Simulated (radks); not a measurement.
Task: The titanium ion Ti2+, 20 electrons, occupied as [Ar] 3d2. Calculated with a radial shooting solver on a logarithmic mesh with Libxc functionals: Dirac Kohn-Sham, RPBE, spin-unpolarised, spherical densities, finite nucleus; open shells fill j = l - 1/2 first; Fermi nuclear charge, rms radius 3.5921 fm. Some entries of the table are withheld. Estimate them.

orbital  occ.  eigenvalue (eV)  <r> (bohr)
1s1/2       2        -4885.043     0.06957
2s1/2       2        -552.8427      0.3245
2p1/2       2        -463.8237      0.2879
2p3/2       4        -458.0500      0.2906
3s1/2       2         -78.5912       1.006
3p1/2       2              (1)         (2)
3p3/2       4              (3)         (4)
3d3/2       2         -19.6359       1.437
3d5/2       0         -19.5846       1.440
4s1/2       0         -16.9904       2.956
4p1/2       0         -12.6315         (5)
4p3/2       0         -12.5664         (6)

Result: 
(1) 3p1/2 eigenvalue (eV): -55.1832
(2) 3p1/2 <r> (bohr): 1.078
(3) 3p3/2 eigenvalue (eV): -54.5278
(4) 3p3/2 <r> (bohr): 1.085
(5) 4p1/2 <r> (bohr): 3.445
(6) 4p3/2 <r> (bohr): 3.461
